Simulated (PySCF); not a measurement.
Ligand exchange on a metal centre used in film growth or etching (Ta OH-NH2). All species are isolated molecules in the gas phase. One relaxed conformer stands for each flexible species; it need not be the lowest.

Computed with PySCF 2.14.0 with TPSSh-D3(BJ)/def2-TZVP // BP86-D3(BJ)/def2-SVP. All candidates: neutral, multiplicity 1. 

* **HOMO**: -5.99 eV
* **LUMO**: -0.82 eV
* **HOMO–LUMO gap**: 5.17 eV

### Question
Say which member has these values.
A) [Ta(OH)(NH2)4]
B) [Ta(OH)3(NH2)2]
C) [Ta(OH)5]
D) [Ta(OH)2(NH2)3]

### Answer
D, [Ta(OH)2(NH2)3]. The others give [Ta(OH)5]: -7.65 eV, -1.40 eV, 6.25 eV; [Ta(OH)(NH2)4]: -5.72 eV, -0.99 eV, 4.73 eV; [Ta(OH)3(NH2)2]: -6.10 eV, -1.11 eV, 4.98 eV
